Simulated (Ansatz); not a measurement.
Computed with Ansatz on PBE0-D4/def2-TZVP structures; ΔE is electronic, products minus reactants. CCSD(T)/CBS adds triple-zeta CCSD(T) − MP2 to the extrapolated MP2 energy (def2 sets, frozen cores). Functionals use def2-TZVPP. Each species was taken in one conformer, which may not be the lowest.

Consider the ligand exchange at the Al–C bond: `O[C]1([AlH2])CC1` + `[CH2]1[NH][AlH]1` → `[AlH2][N]1[CH2][AlH]1` + `OC1CC1`.

`O[C]1([AlH2])CC1`:

```xyz
12

O    -0.455   -1.695    0.348
C    -0.171   -0.329    0.098
Al   -1.521    1.001    0.540
C     0.612   -0.158   -1.182
C     1.308    0.028    0.117
H    -0.497   -1.823    1.299
H    -1.303    2.487    0.019
H    -2.779    0.607    1.426
H     0.802   -1.080   -1.718
H     0.423    0.706   -1.809
H     1.966   -0.769    0.443
H     1.614    1.024    0.417
```

`[CH2]1[NH][AlH]1`:

```xyz
7

C    -0.100   -0.680    0.494
N     0.445   -0.088   -0.780
Al   -0.335    1.179    0.082
H    -0.894   -1.420    0.366
H     0.651   -1.038    1.203
H     0.944   -0.656   -1.442
H    -0.710    2.704    0.078
```

`[AlH2][N]1[CH2][AlH]1`:

```xyz
9

Al    0.329    0.669   -1.654
N    -0.047   -0.171   -0.145
C     0.013    0.290    1.315
Al   -0.552   -1.478    0.917
H     0.144   -0.144   -3.006
H     0.829    2.176   -1.630
H     1.016    0.528    1.671
H    -0.680    1.095    1.562
H    -1.051   -2.965    0.970
```

`OC1CC1`:

Z-matrix (Å, degrees):
```
C
C 1 1.496
C 1 1.484 2 60.7
O 1 1.393 2 119.4 3 105.2
H 1 1.088 2 117.6 3 -107.8
H 2 1.083 1 118.7 3 108.3
H 2 1.083 1 116.7 3 -106.7
H 3 1.083 1 115.9 2 107.5
H 3 1.082 1 118.7 2 -108.7
H 4 0.961 1 108.2 2 74.9
```

| level | ΔE (kJ/mol) |
| --- | --- |
| PBE0-D4 | -114.4 |
| ωB97X-V | -117.1 |

What does CCSD(T)/CBS give? (An estimate is asked.)

Computed: -117.7 kJ/mol. The listed levels differ from it by 3.3, 0.6 kJ/mol.

Largest T1 diagnostic among the species: 0.015.

In def2-TZVPP, CCSD(T) changes the Hartree–Fock value by +12.5 kJ/mol (the triples alone add +1.7 kJ/mol) and MP2 by +10.1 kJ/mol. From PBE to PBE0 (25 % exact exchange), in def2-TZVPP and without D4, ΔE moves by −4.6 kJ/mol.
